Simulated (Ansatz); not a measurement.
# Telling isomers of BClH4N2 apart by their spectra

These gas-phase data were calculated for one isomer of BClH4N2 at PBE0-D4/def2-SVP (harmonic, unscaled wavenumbers; equilibrium rotational constants with average atomic masses):

| Property | Result |
| --- | --- |
| rotational constants | 14.35, 3.615, 2.933 GHz |
| all wavenumbers above 1500 cm⁻¹ | 3630, 3588, 3511, 2674, 1671, 1509 |

Candidates:

(1) `NNBCl`, a singlet
(2) `NB(N)Cl`, a singlet

Question: Which candidate do the data belong to?

Answer: Candidate (1). The band at 2674 cm⁻¹ lies where the B–H stretch is expected; (2) has no mode between 2350 and 2900 cm⁻¹.

The same quantities for all candidates:

|  | rotational constants (GHz) | wavenumbers above 1500 cm⁻¹ | E above the lowest, PBE0-D4/def2-SVP (kcal/mol) |
| --- | --- | --- | --- |
| (1) | 14.35, 3.615, 2.933 | 3630, 3588, 3511, 2674, 1671, 1509 | 58.3 |
| (2) | 8.983, 4.614, 3.048 | 3771, 3770, 3661, 3656, 1608, 1582 | 0.0 |

Harmonic stretches to hydrogen usually lie a few per cent above observed fundamentals. Each candidate is one conformer. Programs: Ansatz 0.2.0.
